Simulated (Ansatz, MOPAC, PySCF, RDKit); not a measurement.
Torsion H3–S1–S2–H4 in H2S2 (SMILES SS); at each angle all else is relaxed with GFN2-xTB, and the levels are single points there.
Geometry at 100° (charge 0, multiplicity 1):
```xyz
4

S     -0.928     0.548     0.425
S      0.925     0.398    -0.429
H     -1.553    -0.371    -0.322
H      0.848     1.470    -1.229
```

```tsv
level	energy at 0° less that at 100° (kcal/mol)	minus CCSD(T)/CBS(cc-pV(T+d)Z, cc-pV(Q+d)Z)	cost
UFF	5.31	-2.54	-
PM3	7.06	-0.79	-
HF/6-31G*	8.21	0.35	-
HF/cc-pV(D+d)Z	8.06	0.20	-
HF/cc-pV(T+d)Z	8.05	0.19	-
PBE/def2-TZVPP	8.23	0.38	×1
PBE-D3(BJ)/def2-TZVPP	8.22	0.36	×1
PBE-D4/def2-TZVPP	8.22	0.37	×1
BLYP-D4/def2-TZVPP	7.60	-0.26	×0.9
BP86/6-31G*	8.35	0.49	-
r2SCAN-D4/def2-TZVPP	8.49	0.64	×1
B3LYP/6-311+G**	7.27	-0.58	-
B3LYP/def2-TZVPP	7.85	0.00	×1
B3LYP-D4/def2-TZVPP	7.83	-0.02	×1
PBE0-D3(BJ)/def2-TZVPP	8.39	0.54	×1
PBE0-D4/def2-TZVPP	8.39	0.54	×1
SCS-MP2/cc-pV(T+d)Z	7.82	-0.03	-
CCSD/cc-pV(Q+d)Z	7.79	-0.06	-
CCSD(T)/cc-pV(D+d)Z	7.68	-0.18	×1
CCSD(T)/CBS(cc-pV(T+d)Z, cc-pV(Q+d)Z)	7.85	0.00	×40
```

 The comparison column counts from a level with limits of its own.

The rows run from 5.31 (UFF) to 8.49 kcal/mol (r2SCAN-D4/def2-TZVPP). The dispersion term adds -0.01 in PBE-D3(BJ), -0.01 in PBE-D4, -0.02 in B3LYP-D4.

On the grid 0° to 180°, 0° is the highest and 100° the lowest point at CCSD(T)/CBS(cc-pV(T+d)Z, cc-pV(Q+d)Z).

Cores are frozen in the correlated methods. CBS: X⁻³ extrapolation of the correlation energy, Hartree–Fock from the larger set. Rows in 6-311+G**, 6-31G* carry no dispersion term and start afresh at each structure (6-31G* with six Cartesian d functions). The state that PM3 reach isn't checked.

The values were computed with Ansatz (a program for electronic structure); MOPAC for PM3 (differences of heats of formation); PySCF for 6-311+G** rows, 6-31G* rows, the dispersion terms; RDKit for the force fields. Values without a source in brackets are computed.

Costs are rough ratios of core time to PBE/def2-TZVPP (about 2.0 s over the structures, on one shared machine); a dash marks a level with no comparable run of its own.
